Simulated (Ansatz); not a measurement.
Relaxation of FH6NSi2 (10 atoms, charge 0, multiplicity 1), to a largest force component of 0.015 eV/Å in at most 40 steps.

Level of theory: RKS r2SCAN-D4/def2-SVP (Ansatz 0.2.0).

```xyz
10
Properties=species:S:1:pos:R:3:forces:R:3
N -0.444 1.724 0.031 -2.99 3.07 -0.53
Si 0.235 0.350 0.626 2.23 -1.18 0.64
F -0.648 0.019 1.928 -0.39 -0.96 1.19
Si 0.338 -1.438 -0.838 -1.76 -0.59 0.86
H -1.493 1.598 -0.055 1.39 0.21 -0.31
H -0.386 2.509 0.726 0.23 -0.67 -0.87
H 1.632 0.745 1.045 -0.22 -0.22 0.07
H -1.081 -1.783 -1.272 0.35 0.08 0.10
H 1.061 -1.124 -2.016 0.96 0.37 -1.24
H 0.869 -2.651 -0.172 0.21 -0.13 0.10
```

Task: Where does it end, and by what steps?

Result: It converged. After 6 steps the energy has fallen by 0.516 eV; F3 moved furthest, 0.44 Å.

| step | energy less start (eV) | largest force component (eV/Å) | accepted |
| --- | --- | --- | --- |
| 0 | 0.0000 | 3.072 | yes |
| 1 | -0.3469 | 1.319 | yes |
| 2 | -0.4572 | 0.419 | yes |
| 3 | -0.5009 | 0.246 | yes |
| 4 | -0.5101 | 0.171 | yes |
| 5 | -0.5008 | 0.246 | no |
| 6 | -0.5161 | 0.007 | yes |

```xyz
10
Properties=species:S:1:pos:R:3
N -0.549 1.672 0.103
Si 0.290 0.331 0.765
F -0.387 -0.269 2.134
Si 0.259 -1.405 -0.803
H -1.441 1.562 -0.368
H -0.452 2.605 0.493
H 1.645 0.808 1.156
H -1.149 -1.626 -1.261
H 1.090 -1.048 -1.995
H 0.777 -2.680 -0.221
```

Time of the run: 23 s on 2 threads of Arm Neoverse V1, on a shared host, peak memory 0.15 GiB.
